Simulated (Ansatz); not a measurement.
C3H5BF2 (`FB(F)C1CC1`). Total charge 0; spin multiplicity 1.

Cartesian coordinates in Å:
```
F -0.0219 -0.6678 -2.1346
B 0.8071 -0.8248 -1.1099
F 1.8995 -1.5331 -1.3476
C 0.5030 -0.2140 0.2612
C -0.9468 -0.1085 0.7056
C -0.2254 1.1194 0.3167
H 1.2243 -0.3869 1.0511
H -1.7031 -0.4927 0.0328
H -1.1411 -0.2831 1.7559
H 0.0859 1.8046 1.0945
H -0.4814 1.5868 -0.6258
```

(1) Give the diagnostics of a CCSD(T)/def2-TZVPP run (frozen core, Ansatz). (Estimate.)

Results:

(1) Ansatz gave: T1 = 0.0111, largest single amplitude 0.029, largest double 0.021, (T) share of the correlation energy 3.5 %, 9 CCSD cycles. The RHF solution is stable towards an unrestricted one. T1 lies under the customary mark of 0.02 for closed shells.
